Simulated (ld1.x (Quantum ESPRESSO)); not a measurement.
Be (Z = 4): variants of one RRKJ potential

Base potential:

- Element: Be
- Generator: ld1.x (Quantum ESPRESSO) 7.5
- Type: norm-conserving RRKJ (Kleinman–Bylander form)
- Functional: revPBE
- Relativity: scalar-relativistic
- Frozen core: none
- Valence charge: 4
- Reference configuration: 1s2 2s0.5 2p0 (charge +1.5)
- Partial waves: 1s (bound): rc 0.40 bohr; 2p (bound, empty): rc 1.95 bohr
- Local potential: the p channel
- Core correction: none

Occupied shells without a wave of their own: 2s. They enter only through the test configuration that unscreens the potential.

All-electron outer shells of the reference configuration (revPBE, scalar-relativistic, ld1.x):

```json
{"shell": "1s", "level (eV)": "-124.87", "outermost node (bohr)": "–", "outermost maximum (bohr)": "0.27"}
{"shell": "2s", "level (eV)": "-18.00", "outermost node (bohr)": "0.58", "outermost maximum (bohr)": "1.82"}
{"shell": "2p", "level (eV)": "-14.08", "outermost node (bohr)": "–", "outermost maximum (bohr)": "1.76"}
```

Cutoffs, loose and tight: the cutoffs (Ry, on a coarse ladder) from which the occupation-weighted sum of valence levels, in a spherical-Bessel basis at the reference potential, stays within 10 and 1 mRy of its value at 400 Ry. They do not see the model core or the augmentation charge, which bear on the density cutoff. Test errors are all-electron minus pseudo excitation energies from the reference, over the configurations 1s2 2s2 2p0; 1s2 2s1 2p0; 1s2 2s0 2p0; 1s2 2s1 2p1; 1s2 2s1.5 2p0; 1s1 2s2 2p0; 1s2 2s0 2p1. A dash means not determined; rows that change the core or the reference have their own tests.

Cutoffs are not given where the Bessel-basis levels miss the radial ones by over 6 mRy, ghosts where they miss by over 20 mRy; a channel whose overlap is not positive is not tested.

| change | outcome | cutoff, loose | cutoff, tight | bound ghosts | largest test error (meV) |
| --- | --- | --- | --- | --- | --- |
| base | generated, misses its reference levels by 0.47 eV | – | – | none | +1203 |
| local potential the s channel | generated | over 300 Ry | over 300 Ry | none | -17 |
| reference 1s2 2s0 2p0 | generated | – | – | none | +1556 |
| wave 1s (bound): rc 0.40 bohr becomes 1s (bound): rc 0.42 bohr | generated, misses its reference levels by 0.46 eV | over 300 Ry | over 300 Ry | none | +1218 |
| all radii scaled by about 1.40 (s 0.56, p 2.74 bohr) | generated, misses its reference levels by 1.02 eV | 300 Ry | over 300 Ry | none | +1982 |
| type TM; local potential the s channel | generated | over 300 Ry | over 300 Ry | none | -17 |
| wave 2p (bound): rc 1.95 bohr becomes 2p (bound): rc 2.22 bohr | generated, misses its reference levels by 0.67 eV | – | – | none | +1513 |
| functional PBEsol | generated, misses its reference levels by 0.47 eV | – | – | none | +1211 |

Q: What comes out with this change to the base: core [He], valence charge 2; reference 2s0.5 2p0; waves now 2s (bound): rc 1.85 bohr; 2p (bound): rc 4.20 bohr; local potential all-electron potential smoothed inside 2.85 bohr (lloc = -1)?

A: outcome: generated; cutoff, loose: 10 Ry; cutoff, tight: 21 Ry; bound ghosts: none; largest test error (meV): +533.

Q: What comes out with this change to the base: all radii scaled by about 0.87 (s 0.34, p 1.70 bohr)?

A: outcome: generated, misses its reference levels by 0.31 eV; bound ghosts: not determined; largest test error (meV): +866.
